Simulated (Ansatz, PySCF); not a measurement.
System: bromo(trimethyl)silane, C₃H₉BrSi, net charge 0, singlet state. 
Coordinates optimised at B3LYP-D3(BJ)/def2-TZVP (Ansatz, a first-principles code):
```
Si
C 1 1.8667
H 2 1.0910 1 111.03
H 2 1.0910 3 108.11 1 122.03
H 2 1.0935 3 108.20 4 116.97
C 1 1.8667 2 111.57 3 177.38
H 6 1.0910 1 111.03 2 -57.07
H 6 1.0910 7 108.11 1 122.03
H 6 1.0935 7 108.20 8 116.97
C 1 1.8667 2 111.57 3 -57.07
H 10 1.0910 1 111.03 2 57.07
H 10 1.0910 11 108.11 1 -122.03
H 10 1.0935 11 108.20 12 -116.97
Br 1 2.2651 2 107.28 3 60.16
```

Quantity: vertical ionisation energy (to the doublet state of charge +1; each state is the SCF solution reached for its spin; the molecule has degenerate orbitals, so one determinant may break the symmetry), in eV. Valence correlation only, unless marked. UHF or UKS for open shells. No spin-orbit coupling. The frozen core is the preceding noble-gas configuration, with the filled d and f shells of earlier blocks. Non-relativistic. CBS(X,Y): correlation extrapolated as X^-3; Hartree-Fock from the larger set.

```
level                                program  vertical ionisation energy (eV)
-----------------------------------  -------  -------------------------------
HF/def2-QZVPPD                        Ansatz                             9.40
PBE0/def2-TZVPD                       Ansatz                             9.94
CAM-B3LYP/def2-TZVPD                  Ansatz                            10.17
RI-MP2/def2-TZVPPD                    Ansatz                            10.40
RI-MP2/CBS(def2-TZVPPD,def2-QZVPPD)   Ansatz                            10.57
CCSD/def2-SVPD                        Ansatz                            10.12
```

For comparison, minus the highest occupied orbital energy (PySCF): 9.13 eV at M06-2X/def2-TZVPD, 6.98 eV at r2SCAN/def2-TZVPD, 7.28 eV at TPSSh/def2-TZVPD.
